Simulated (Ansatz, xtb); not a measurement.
GeH7Si2: where a starting geometry ends

The starting geometry of this gas-phase doublet has its atoms placed at random.

| atom | x (Å) | y (Å) | z (Å) |
| --- | --- | --- | --- |
| Ge | -1.4906 | 0.9602 | -0.8443 |
| Si | 2.0127 | 1.2199 | 0.4172 |
| Si | 0.4413 | -1.0103 | -0.8242 |
| H | -1.1555 | 1.1355 | 0.8984 |
| H | -0.5504 | 0.3058 | -2.2224 |
| H | 0.9442 | 0.3915 | 1.4704 |
| H | 0.0482 | 1.0736 | -1.5604 |
| H | -1.5611 | -1.3859 | -0.6114 |
| H | -1.1185 | -0.4180 | 0.3447 |
| H | -0.3359 | 2.4551 | 0.2547 |

Task: One run relaxed it with r2SCAN-D4/def2-SVP. What is a likely outcome?

Result: It ends as a structure with H9 bridging Ge1 and Si3, given below by its coordinates. Distances that change by over a tenth: Ge1–H4 (1.78 → 1.58 Å), Si2–H6 (1.71 → 1.50 Å). Contacts that open: Ge1–H5 (1.79 → 3.53 Å). Contacts that close: Si2–Si3 (3.00 → 2.31 Å), Si2–H10 (2.66 → 1.49 Å), Si3–H5 (2.16 → 1.49 Å), Si3–H8 (2.05 → 1.50 Å), Si3–H9 (2.04 → 1.67 Å).

The energy falls by 10.10 eV over 20 steps:

| step | E − E(last) (eV) |
| --- | --- |
| 1 | 10.104 |
| 3 | 6.329 |
| 5 | 4.083 |
| 7 | 3.112 |
| 9 | 1.804 |
| 12 | 0.222 |
| 14 | 0.027 |
| 16 | 0.003 |
| 18 | 0.000 |
| 20 | 0.000 |

Final geometry (Å):

```xyz
10

Ge   -2.2348    1.4132   -0.5359
Si    1.4290    0.5830    0.4810
Si   -0.1564   -0.5035   -0.7920
H    -1.5280    1.4332    0.8807
H     0.1417   -0.5467   -2.2517
H     1.0987    0.5002    1.9375
H    -0.9781    1.9404   -1.3445
H    -0.3658   -1.8974   -0.2890
H    -1.7947   -0.2007   -0.8292
H     1.6228    2.0058    0.0660
```

From the same start GFN2-xTB ends elsewhere, in pieces: GeH5Si2 + H2.

From so rough a start the end depends on the optimiser's path, so another program may land elsewhere. The end wasn't checked by frequencies. Open shells are spin-unrestricted. Run with Ansatz 0.2.0, 3.3 min on 2 threads of Arm Neoverse V2, on a shared host.
